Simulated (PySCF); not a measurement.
Species: C₄H₇F₃N (charge +1).
SMILES with atom numbers: `[CH2:1]=[N+:2]([CH3:3])[CH2:4][C:5]([F:6])([F:7])[F:8]` (hydrogens: H9, H10 on C1; H11, H12, H13 on C3; H14, H15 on C4)

Structure optimised with GFN2-xTB, isolated species.

(1) What internal coordinates does the optimisation give?

Results:

(1) 
```json
{"bond": "C1=N2", "length (bohr)": "2.399"}
{"bond": "N2–C3", "length (bohr)": "2.713"}
{"bond": "N2–C4", "length (bohr)": "2.738"}
{"bond": "C4–C5", "length (bohr)": "2.934"}
{"bond": "C5–F6, C5–F7", "length (bohr)": "2.520"}
{"bond": "C5–F8", "length (bohr)": "2.488"}
{"bond": "C1–H9", "length (bohr)": "2.046"}
{"bond": "C1–H10", "length (bohr)": "2.045"}
{"bond": "C3–H11, C3–H12, C3–H13", "length (bohr)": "2.062"}
{"bond": "C4–H14, C4–H15", "length (bohr)": "2.068"}
```

Bonds in one row agree within 0.02 bohr and their mean is given. A selection of angles:
```json
{"angle": "N2–C1–H9", "degrees": "121.5"}
{"angle": "N2–C1–H10", "degrees": "120.7"}
{"angle": "H9–C1–H10", "degrees": "117.8"}
{"angle": "C1–N2–C3", "degrees": "123.2"}
{"angle": "C1–N2–C4", "degrees": "121.2"}
{"angle": "C3–N2–C4", "degrees": "115.5"}
{"angle": "N2–C3–H11", "degrees": "111.2"}
{"angle": "N2–C3–H12", "degrees": "110.1"}
{"angle": "H11–C3–H12", "degrees": "109.0"}
{"angle": "H12–C3–H13", "degrees": "107.6"}
{"angle": "N2–C4–C5", "degrees": "109.7"}
{"angle": "N2–C4–H14", "degrees": "111.0"}
{"angle": "C5–C4–H14", "degrees": "107.8"}
{"angle": "H14–C4–H15", "degrees": "109.6"}
{"angle": "C4–C5–F6", "degrees": "109.7"}
{"angle": "C4–C5–F7", "degrees": "110.6"}
{"angle": "F6–C5–F7", "degrees": "107.4"}
{"angle": "F6–C5–F8", "degrees": "109.2"}
```

Dihedral angles: C1–N2–C4–C5 83° (synclinal); N2–C4–C5–F6 -57° (synclinal). The mirror-image conformer, all signs reversed, is as good.

Of the pairs four or more bonds apart, F7···H12 is among the closest relative to their van der Waals radii: 2.44 Å, 91 % of the sum of Bondi's values. N2 (iminium nitrogen) is planar (angles 123.2°, 121.2° and 115.5°, sum 359.9°, 0.02 Å off the plane of its three neighbours). C1 (C=N carbon) is planar (angles 121.5°, 120.7° and 117.8°, sum 360.0°, 0.00 Å off the plane of its three neighbours). The C–N distances run from 1.269 Å (C1=N2, drawn double) to 1.449 Å (N2–C4, drawn single), a spread of 0.180 Å.

Point group: C1 (no symmetry element, even within 0.4 Å). Not checked by GFN2-xTB frequencies.

These are computed values.
